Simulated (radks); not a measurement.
Problem. The silver ion Ag+, 46 electrons, occupied as [Kr] 4d10. All-electron calculation, scalar-relativistic Kohn-Sham, SOGGA, spin-polarised, spherical densities, finite nucleus; Fermi nuclear charge, rms radius 4.5454 fm. Program: a radial shooting solver on a logarithmic mesh with Libxc functionals. Some entries of the table are withheld. Estimate them.

orbital,occ.,eigenvalue (hartree),<1/r> (bohr^-1)
1s,2,-930.5988,49.41
2s,2,-137.2719,11.22
2p,6,-123.1868,(1)
3s,2,(2),3.942
3p,6,-20.76950,3.756
3d,10,(3),(4)
4s,2,-3.78727,1.512
4p,6,-2.44946,1.356
4d,10,-0.57071,0.9804
5s,0,-0.40852,0.4525
5p,0,-0.22407,0.3373

Solution. 
(1) 2p <1/r> (bohr^-1): 10.84
(2) 3s eigenvalue (hartree): -25.39642
(3) 3d eigenvalue (hartree): -13.46493
(4) 3d <1/r> (bohr^-1): 3.530
